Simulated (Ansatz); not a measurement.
`FB[SiH]1C[SiH2]1` + `N=C=O` → `O=C=NBF` + `C1[SiH2][SiH2]1` at 500 K and 1 bar (cleavage of the B–Si bond).

Calculated with Ansatz (gas phase, PBE0-D4/def2-TZVP geometries, no zero-point term in ΔE). CBS: MP2 limit from def2 TZ/QZ plus the TZ coupled-cluster correction, frozen cores. This one scheme is used for every species. One conformer a species, not always the lowest.

```json
{"species": "`FB[SiH]1C[SiH2]1`", "CCSD(T)/CBS energy (Eh)": "-744.40562", "H − E (kJ/mol)": "227.0", "S (J/(mol·K))": "432.3"}
{"species": "`N=C=O`", "CCSD(T)/CBS energy (Eh)": "-168.51995", "H − E (kJ/mol)": "77.7", "S (J/(mol·K))": "264.2"}
{"species": "`O=C=NBF`", "CCSD(T)/CBS energy (Eh)": "-293.20193", "H − E (kJ/mol)": "108.6", "S (J/(mol·K))": "341.7"}
{"species": "`C1[SiH2][SiH2]1`", "CCSD(T)/CBS energy (Eh)": "-619.77066", "H − E (kJ/mol)": "192.4", "S (J/(mol·K))": "344.0"}
```

H − E and S are ideal-gas, rigid-rotor, harmonic terms from PBE0-D4/def2-TZVP, for one conformer and one mirror image of each species. 1 Eh = 2625.50 kJ/mol, R = 8.31446 J/(mol·K).

**Question.** By hand: ΔE, ΔH, ΔS and ΔG.

**Answer.** ΔE = (-293.20193) + (-619.77066) − (-744.40562) − (-168.51995) = -0.04702 Eh = -123.5 kJ/mol. Δ(H − E) = 108.6 + 192.4 − 227.0 − 77.7 = -3.7, so ΔH = -127.2 kJ/mol. ΔS = 341.7 + 344.0 − 432.3 − 264.2 = -10.8 J/(mol·K). ΔG = -127.2 − 500 × (-10.8)/1000 = -121.8 kJ/mol.

**Question.** By hand: the equilibrium constant, and the temperature at which ΔG would vanish if ΔH and ΔS stayed fixed.

**Answer.** log₁₀ K = −ΔG/(RT ln 10) = 12.7. ΔG = 0 at ΔH/ΔS = 11778 K, far beyond where these terms or the molecules hold.

The number of gas molecules stays the same, so ΔS is small and ΔH decides. A doubt of 5 kJ/mol in ΔE shifts log₁₀ K by 0.5 here. Other conformers and mirror images would add mixing entropy, several J/(mol·K) or more a flexible species. These are equilibria of isolated gas molecules and say nothing of rates. Largest T1 diagnostic: 0.018 (customary marks: 0.02 for closed shells, 0.045 for open ones).
